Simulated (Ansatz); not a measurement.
Geometry optimisation, RKS PBE-D4/def2-SVP in Ansatz.

The input (input.yaml):

```yaml
crystal:
  periodic: [false, false, false]
  atoms:
    - { symbol: Cl, position_ang: [-2.6784, -1.1061, 0.8029] }
    - { symbol: Sn, position_ang: [-0.591, -1.1073, -0.1927] }
    - { symbol: O, position_ang: [-0.2365, 0.6922, -0.9796] }
    - { symbol: Ge, position_ang: [0.9877, 0.9315, 0.3999] }
    - { symbol: H, position_ang: [-0.172, -2.3098, -1.4172] }
    - { symbol: H, position_ang: [0.338, 1.9611, 1.4132] }
    - { symbol: H, position_ang: [2.4134, 0.8704, -0.0723] }
basis:
  gaussian: { orbitals: def2-SVP }
hamiltonian:
  xc: pbe
  dispersion: d4
relax:
  f_tol: 0.02
  max_steps: 50
```

Launched with:

```bash
$ ansatz run input.yaml --threads 2 --pin off --max-ram 3072MiB --backend cpu --events-out ev --progress --plain --runs-dir out
```

Q: Where does it end, and by what steps?

A: It converged. After 6 steps the energy has fallen by 0.469 eV; H5 moved furthest, 0.25 Å.

```tsv
step	energy less start (eV)	largest force component (eV/Å)	accepted
0	0.0000	2.217	yes
1	-0.2985	1.550	yes
2	-0.4191	0.463	yes
3	-0.4438	0.315	yes
4	-0.4646	0.149	yes
5	-0.4671	0.088	yes
6	-0.4686	0.019	yes
```

```xyz
7
Properties=species:S:1:pos:R:3
Cl -2.702 -1.192 0.700
Sn -0.436 -1.184 -0.062
O -0.185 0.715 -1.083
Ge 0.912 0.974 0.303
H -0.418 -2.320 -1.374
H 0.451 1.913 1.452
H 2.440 1.026 0.019
```

The run took 17 s on 2 threads of Arm Neoverse V2, with other jobs on the host, peak memory 0.15 GiB.
